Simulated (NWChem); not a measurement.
Species: CH₂ClF₃Si; SMILES FC(F)[Si@H](F)Cl

```xyz
8

F     -0.0759     2.2943    -0.6090
C      0.5911     1.2250    -0.1000
F      0.7531     1.4109     1.2298
Si    -0.4491    -0.3444    -0.4315
F     -1.7994    -0.2563     0.4456
Cl     0.6386    -1.9668     0.1759
H      1.5938     1.1938    -0.5684
H     -0.8102    -0.4672    -1.8611
```
Atoms are numbered in this order, from 1.

Computed with NWChem. Pople sets run with spherical d functions. All runs use the structure optimised with PBE0/def2-SVP. B3LYP is NWChem's, with the RPA form of VWN correlation. GIAO values for the isolated, static molecule; σ is the absolute isotropic shielding, δ = σ(reference) − σ with the isolated reference molecule computed at the same levels (13C: tetramethylsilane, 19F: trichlorofluoromethane, 1H: tetramethylsilane, 29Si: tetramethylsilane).

```json
[
 {"level": "B3LYP/6-31G*", "δ F1 (ppm)": "-147.1", "δ C2 (ppm)": "113.3", "δ F3 (ppm)": "-147.2", "δ Si4 (ppm)": "10.3", "δ F5 (ppm)": "-153.2", "σ Cl6 (ppm)": "915.5", "δ H8 (ppm)": "5.43"},
 {"level": "PBE/pcSseg-1", "δ F1 (ppm)": "-165.5", "δ C2 (ppm)": "125.5", "δ F3 (ppm)": "-169.5", "δ Si4 (ppm)": "-5.3", "δ F5 (ppm)": "-187.2", "σ Cl6 (ppm)": "869.8", "δ H8 (ppm)": "5.53"},
 {"level": "PBE0/pcSseg-1", "δ F1 (ppm)": "-154.8", "δ C2 (ppm)": "120.1", "δ F3 (ppm)": "-157.9", "δ Si4 (ppm)": "-4.6", "δ F5 (ppm)": "-170.2", "σ Cl6 (ppm)": "899.1", "δ H8 (ppm)": "5.33"}
]
```
